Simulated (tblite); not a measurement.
Parent: `[CH3:1][SiH2:2][SiH:3]([NH:4][SiH3:5])[SiH2:6][CH3:7]` with C1–Si2–Si3–N4 31°, Si2–Si3–N4–Si5 61°, Si2–Si3–Si6–C7 44°, C2H15NSi4.

The geometries are computed with GFN2-xTB (gas phase). One conformer each, not checked by frequencies here.

```csv
coordinate of the parent,value
C1–Si2,1.902 Å
Si2–Si3,2.328 Å
Si3–N4,1.754 Å
N4–Si5,1.725 Å
Si3–Si6,2.325 Å
Si6–C7,1.901 Å
C1–Si2–Si3,113.5°
Si2–Si3–N4,107.7°
Si2–Si3–Si6,117.0°
N4–Si3–Si6,110.1°
Si3–N4–Si5,129.7°
Si3–Si6–C7,108.3°
```

How does the shared frame change in `[CH3:1][SiH2:2][CH2:3][Si@@H:4]([NH:5][SiH3:6])[SiH2:7][CH3:8]` with C1–Si2–C3–Si4 -166°, Si2–C3–Si4–N5 -53°, C3–Si4–N5–Si6 173°, C3–Si4–Si7–C8 100°, C3H17NSi4? Atoms pair as Si3 = Si4, N4 = N5, Si5 = Si6, Si6 = Si7, C7 = C8 (parent first).

```
    parent    relative  value in the relative  change
    Si3–N4      Si4–N5                1.740 Å  -0.014
    N4–Si5      N5–Si6                1.727 Å  +0.002
   Si3–Si6     Si4–Si7                2.313 Å  -0.012
    Si6–C7      Si7–C8                1.904 Å  +0.003
N4–Si3–Si6  N5–Si4–Si7                 111.2°    +1.1
Si3–N4–Si5  Si4–N5–Si6                 130.0°    +0.3
Si3–Si6–C7  Si4–Si7–C8                 110.7°    +2.4
```

Of the parent's bonds, Si3–N4 changes most (-0.014 Å). Bonds of the relative outside the shared frame: C1–Si2 1.900, Si2–C3 1.898, C3–Si4 1.907 Å. Point group C1 → C1.

How does the shared frame change in `[CH3:1][NH:2][SiH:3]([SiH2:4][CH3:5])[SiH2:6][CH3:7]` with C1–N2–Si3–Si4 -67°, N2–Si3–Si4–C5 -167°, N2–Si3–Si6–C7 177°, C3H15NSi3? Atoms pair as C1 = C5, Si2 = Si4, Si3 = Si3, N4 = N2, Si6 = Si6, C7 = C7 (parent first).

```tsv
parent	relative	value in the relative	change
C1–Si2	C5–Si4	1.901 Å	-0.001
Si2–Si3	Si4–Si3	2.339 Å	+0.011
Si3–N4	Si3–N2	1.734 Å	-0.020
Si3–Si6	Si3–Si6	2.327 Å	+0.002
Si6–C7	Si6–C7	1.901 Å	0.000
C1–Si2–Si3	C5–Si4–Si3	110.0°	-3.5
Si2–Si3–N4	Si4–Si3–N2	114.4°	+6.7
Si2–Si3–Si6	Si4–Si3–Si6	116.7°	-0.3
N4–Si3–Si6	N2–Si3–Si6	105.7°	-4.4
Si3–Si6–C7	Si3–Si6–C7	108.7°	+0.4
```

Of the parent's bonds, Si3–N4 changes most (-0.020 Å). Bonds of the relative outside the shared frame: C1–N2 1.441 Å. Point group C1 → C1.

How does the shared frame change in `[CH3:1][SiH2:2][Si@H:3]([SiH3:4])[NH:5][SiH3:6]` with C1–Si2–Si3–Si4 32°, Si2–Si3–N5–Si6 178°, CH13NSi4? Atoms pair as Si2 = Si4, Si3 = Si3, N4 = N5, Si5 = Si6, Si6 = Si2, C7 = C1 (parent first).

```tsv
parent	relative	value in the relative	change
Si2–Si3	Si4–Si3	2.317 Å	-0.011
Si3–N4	Si3–N5	1.751 Å	-0.003
N4–Si5	N5–Si6	1.729 Å	+0.004
Si3–Si6	Si3–Si2	2.323 Å	-0.002
Si6–C7	Si2–C1	1.902 Å	+0.001
Si2–Si3–N4	Si4–Si3–N5	108.3°	+0.6
Si2–Si3–Si6	Si4–Si3–Si2	118.2°	+1.2
N4–Si3–Si6	N5–Si3–Si2	105.4°	-4.7
Si3–N4–Si5	Si3–N5–Si6	130.1°	+0.4
Si3–Si6–C7	Si3–Si2–C1	110.6°	+2.3
```

Of the parent's bonds, Si2–Si3 changes most (-0.011 Å). Point group C1 → C1.

How does the shared frame change in `[CH3:1][SiH2:2][Si@H:3]([NH:4][SiH3:5])[SiH2:6][CH:7]=[O:8]` with C1–Si2–Si3–N4 88°, Si2–Si3–N4–Si5 -177°, Si2–Si3–Si6–C7 -45°, Si3–Si6–C7–O8 16°, C2H13NOSi4? Atoms pair as C1 = C1, Si2 = Si2, Si3 = Si3, N4 = N4, Si5 = Si5, Si6 = Si6, C7 = C7 (parent first).

```tsv
parent	relative	value in the relative	change
C1–Si2	C1–Si2	1.900 Å	-0.002
Si2–Si3	Si2–Si3	2.329 Å	+0.001
Si3–N4	Si3–N4	1.751 Å	-0.003
N4–Si5	N4–Si5	1.729 Å	+0.004
Si3–Si6	Si3–Si6	2.317 Å	-0.008
Si6–C7	Si6–C7	1.919 Å	+0.018
C1–Si2–Si3	C1–Si2–Si3	110.1°	-3.4
Si2–Si3–N4	Si2–Si3–N4	107.7°	0.0
Si2–Si3–Si6	Si2–Si3–Si6	115.6°	-1.4
N4–Si3–Si6	N4–Si3–Si6	107.4°	-2.7
Si3–N4–Si5	Si3–N4–Si5	130.4°	+0.7
Si3–Si6–C7	Si3–Si6–C7	99.7°	-8.6
```

Of the parent's bonds, Si6–C7 changes most (+0.018 Å). Bonds of the relative outside the shared frame: C7=O8 1.210 Å. Point group C1 → C1.
